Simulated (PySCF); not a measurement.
## How methods differ on the ionisation energy of Re⁶⁰⁺

Re⁶⁰⁺ [Ne] 3s2 3p3 [3p1/2^2 3p3/2^1, M_J = 3/2] → Re⁶¹⁺ [Ne] 3s2 3p2 [3p1/2^2, M_J = 0], as a difference of total energies. All numbers are calculated (PySCF 2.14, the two-component X2C-1e Hamiltonian, in an uncontracted even-tempered set (18 s from 19 bohr⁻², ratio 2.4; 14 p from 24 bohr⁻², ratio 2.4; 4 d from 84 bohr⁻², ratio 2.6; 4 f from 130 bohr⁻², ratio 2.6)). Correlated levels: 1s2 frozen; the 48 highest virtual spinors dropped. "Screened" scales the spin-orbit matrix elements by Boettger's factors to mimic the two-electron term; Breit and QED terms are absent.

| method | ionisation energy (eV) |
| --- | --- |
| GHF (spin-free) | 6434.6 |
| GMP2 (spin-free) | 6435.1 |
| GHF (screened spin-orbit) | 6304.7 |
| GMP2 (screened spin-orbit) | 6305.3 |

Breit and QED terms and the two-electron picture change are absent.

The spin-free rows relax to the high-spin LS determinant and lack the spin-orbit shift.

The labels give the starting determinants; with spin-orbit coupling the two ends relaxed to ⟨J²⟩ = 3.75, ⟨L²⟩ = 2.60, ⟨S²⟩ = 1.50 and ⟨J²⟩ = 0.00, ⟨L²⟩ = 1.35, ⟨S²⟩ = 1.35.

For comparison: 6300 ± 10 eV (theoretical estimate listed by NIST; NIST Atomic Spectra Database, ionization energies).
